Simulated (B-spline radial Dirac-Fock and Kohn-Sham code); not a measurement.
Relativistic shifts of the levels of Bi¹²⁺

System: the Bi¹²⁺ ion in the configuration [Xe] 4f14 5d3.

Both columns are ΔSCF binding energies of the configuration average from an atomic code on a B-spline grid: non-relativistic Hartree-Fock with a point nucleus, and Dirac-Fock with a finite nucleus and the Coulomb interaction alone, averaged over the two j levels with weights 2j+1.

```tsv
shell	Hartree-Fock (eV)	Dirac-Fock (eV)	shift (eV)	shift (%)
1s	81780.6	91273.2	+9492.62	+11.61
2s	14127.9	16697.1	+2569.17	+18.19
2p	13596.6	14468.5	+871.81	+6.41
3s	3604.8	4253.7	+648.90	+18.00
3p	3351.8	3598.4	+246.62	+7.36
3d	2884.3	2861.5	-22.84	-0.79
4s	1010.4	1178.3	+167.91	+16.62
4p	897.4	957.8	+60.39	+6.73
4d	689.4	682.0	-7.46	-1.08
4f	406.2	385.7	-20.48	-5.04
5s	344.0	382.3	+38.26	+11.12
5p	298.9	311.0	+12.08	+4.04
5d	229.2	226.7	-2.54	-1.11
```

Relativity binds 1s, 2s, 2p, 3s, 3p, 4s, 4p, 5s, 5p more strongly, among those listed most of all 2s in relative terms, and 3d, 4d, 4f, 5d more weakly, because the contracted s and p shells screen the nucleus better.

Values without a named source are computed, but for edge energies of neutral atoms, which are taken from tables.
